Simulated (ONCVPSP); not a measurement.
What one change does to a pseudopotential (Ag (Z = 47), ONCV)

silver (Ag), optimised norm-conserving Vanderbilt (ONCV), made with ONCVPSP 4.0.1 (PBE, scalar-relativistic). Core [Ar] 3d10, reference 4s2 4p6 4d10 5s1. Waves: 4s+5s: rc 1.25 bohr, ncon 4, nbas 7, qcut 9.1 1/bohr, 2 projectors; 4p: rc 1.45 bohr, ncon 4, nbas 8, qcut 10.4 1/bohr, 1 projector; 4d: rc 1.75 bohr, ncon 4, nbas 9, qcut 8.4 1/bohr, 3 projectors, debl 2.2 Ha. Local part: polynomial inside 0.80 bohr (lpopt 5, dvloc0 0 Ha). Core correction: polynomial model core, fcfact 0.4.

All-electron outer shells of the reference configuration (PBE, scalar-relativistic, ld1.x):

| shell | level (eV) | outermost node (bohr) | outermost maximum (bohr) |
| --- | --- | --- | --- |
| 3d | -358.48 | – | 0.27 |
| 4s | -95.05 | 0.44 | 0.82 |
| 4p | -58.57 | 0.44 | 0.87 |
| 4d | -7.44 | 0.43 | 1.04 |
| 5s | -4.40 | 1.11 | 2.49 |

Change: local potential polynomial inside 0.80 bohr (lpopt 5, dvloc0 7 Ha).

Cutoffs: the cutoffs (Ha) at which the residual kinetic energy of the hardest occupied pseudo-wave falls to 1 and 0.1 mHa per electron; they do not see the model core or the augmentation charge, which bear on the density cutoff. Errors are all-electron minus pseudo energies relative to the spin-unpolarised reference configuration.

Problem. What does the change do?

Solution. The potential gets neither clearly harder nor softer (34 Ha and 39 Ha → 34 Ha and 39 Ha); the errors of the 4 common tests hardly move; the range in which the s phases agree widens (upper end 2.9 → at the end of the scan); neither file shows a bound ghost.

```tsv
quantity	base	changed
cutoff, loose	34 Ha	34 Ha
cutoff, tight	39 Ha	39 Ha
bound ghosts	none	none
GHOST(+) flags under 300 eV	s at 84.9 eV	s at 214.8 eV
error for 4s2 4p6 4d10 5s0, meV [ΔE 7.76 eV]	-0.9	-0.9
error for 4s2 4p6 4d9 5s0, meV [ΔE 29.87 eV]	-2.7	-2.7
error for 4s2 4p6 4d8 5s0, meV [ΔE 66.06 eV]	+8.1	+7.9
error for 4s2 4p6 4d10 5s0.5, meV [ΔE 3.02 eV]	-0.4	-0.4
s: phases at 1.27 bohr within 0.05 rad from the reference energy up to (Ha; the scan ends near 5)	2.9	to the end of the scan
p: phases at 1.47 bohr within 0.05 rad from the reference energy up to (Ha; the scan ends near 5)	0.6	0.8
d: phases at 1.77 bohr within 0.05 rad from the reference energy up to (Ha; the scan ends near 5)	to the end of the scan	to the end of the scan
rms error of d²Exc/dni dnj with the model core, mHa	0.42	0.41
```
